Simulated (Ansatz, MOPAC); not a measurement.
Species: PO, net charge 0, doublet state. SMILES: [P]=O

Atoms: P1, O2. Bonds: P1-O2.

Bond lengths (Å) and angles (degrees) optimised at AM1 with MOPAC; PM3 with MOPAC; PM7 with MOPAC; HF/6-31G* with Ansatz (a first-principles code), each started from the B3LYP-D3(BJ)/def2-TZVP structure (Ansatz) of the last column. A row stands for all coordinates that are equal there. 6-31G* holds six Cartesian d functions.

```json
[
 {"coordinate": "P1-O2", "AM1": "1.436", "PM3": "1.458", "PM7": "1.492", "HF/6-31G*": "1.456", "B3LYP-D3(BJ)/def2-TZVP": "1.480"}
]
```

Mean signed difference of all 1 bond lengths from B3LYP-D3(BJ)/def2-TZVP: AM1 -0.044 Å, PM3 -0.022 Å, PM7 0.012 Å, HF/6-31G* -0.024 Å.
